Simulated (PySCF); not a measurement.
## Structure from 2D NMR

Compound of formula C₁₁H₁₀. Correlations simulated from computed shifts and the bond graph:

HSQC (one-bond C–H):
```csv
δH,δC
7.63,137.5
7.44,132.2
7.27,127.3
3.25,30.7
3.23,30.3
2.26,5.8
```

COSY cross peaks (H two or three bonds apart, from the bond graph; peaks can be absent where the dihedral angle is near 90°):
```csv
δH,δH
7.63,7.27
3.25,3.23
```

HMBC (two and three bonds, from the bond graph):
```csv
δH,δC
7.63,"150.2, 132.2, 127.3, 127.3, 88.5"
7.44,"150.7, 150.2, 137.5, 127.3, 88.5, 30.3"
7.27,"150.7, 150.2, 137.5, 127.3, 30.7"
3.25,"150.7, 150.2, 127.3, 30.3"
3.23,"150.7, 150.2, 132.2, 30.7"
2.26,"94.1, 88.5"
```

Carbons without hydrogens: δ 150.7, 150.2, 127.3, 94.1, 88.5.

- shieldings: GIAO PBE0/pcSseg-1
- GFN2-xTB geometry
- code: PySCF 2.14.0 with density-fitted response routines
- one computed conformer, no relativistic terms, equivalent nuclei averaged, no solvent model

δ = σ(ref) − σ, references computed at the same level: ¹H (31.72 ppm), ¹³C (186.93 ppm) vs TMS.

Exchangeable hydrogens are left out of these lists.

Question: Which molecule is this?

Answer: `c1(C#CC)ccc2c(c1)CC2`.

Mapped SMILES: `[CH3:1][C:2]#[C:3][c:4]1[cH:5][cH:6][c:7]2[c:8]([cH:9]1)[CH2:10][CH2:11]2`. Hydrogens are named by the atom that carries them.

1. δC 150.7 is C8, a substituted aromatic carbon.
2. δC 150.2 is C7, a substituted aromatic carbon.
3. δC 137.5 is C5, an aromatic CH (δH 7.63).
4. δC 132.2 is C9, an aromatic CH (δH 7.44).
5. δC 127.3 is C4, a substituted aromatic carbon.
6. δC 127.3 is C6, an aromatic CH (δH 7.27).
7. δC 94.1 is C2, an alkyne carbon.
8. δC 88.5 is C3, an alkyne carbon.
9. δC 30.7 is C11, an sp3 CH2 on an aromatic ring (δH 3.25).
10. δC 30.3 is C10, an sp3 CH2 on an aromatic ring (δH 3.23).
11. δC 5.8 is C1, a propargylic methyl carbon (δH 2.26).
12. HMBC from δH 7.63 reaches the proton-free carbons C7, C4, C3.
13. HMBC from δH 7.44 reaches the proton-free carbons C8, C7, C4, C3.
14. HMBC from δH 7.27 reaches the proton-free carbons C8, C7, C4.
15. HMBC from δH 3.25 reaches the proton-free carbons C8, C7.
16. COSY links 7.63–7.27, 3.25–3.23.

This is the structure that produced the data.

Shifts are as computed. Against solution values, carbons near 30 ppm lie about +3 ppm off and those near 130 ppm about +5 ppm. Of 1211 compounds with measured shifts, 218 miss one by over three times the rms of a fit or turn the order of signals round; such compounds aren't used in these exercises.
